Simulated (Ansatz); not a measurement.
PtAu₃⁻, relaxed as a singlet with RKS PBE-D4/def2-SVPD in Ansatz, starting from the GFN1-xTB geometry. Force threshold 0.02 eV/Å.

In the def2 sets Au, Pt take a core potential; there is no spin–orbit coupling. The structure comes from a short search, and lower isomers may exist.

Start:

```tsv
atom	x (Å)	y (Å)	z (Å)
Pt1	0.192	0.330	-0.223
Au2	-1.901	-1.020	0.113
Au3	0.436	-1.436	1.548
Au4	1.273	2.126	-1.439
```

Question: Estimate the energy that the relaxation releases and the steps that it takes.

Answer: 4.8 kcal/mol, in 5 steps; 12 s on 2 threads of AMD EPYC 7R43 on a shared host. No frequencies were taken in this run, so the end may be a saddle point.

Question: Does the start keep its bonding and symmetry?

Answer: By distances, no bond broke or formed. The bond that changes most is Pt1–Au4, from 2.42 to 2.56 Å (atoms count from 1). Point group C2v at the start, C2v at the end, both within 0.05 Å; within 0.015 Å the end is C2.

Question: Predict the relaxed structure.

Answer: 
```
atom   x (Å)   y (Å)   z (Å)
 Pt1   0.204   0.349  -0.238
 Au2  -1.949  -1.091   0.159
 Au3   0.399  -1.507   1.599
 Au4   1.346   2.249  -1.520
```
Bond lengths (bridged metal pairs left out): 3 × Au–Pt 2.56 to 2.62 Å; 1 × Au–Au 2.79 Å.
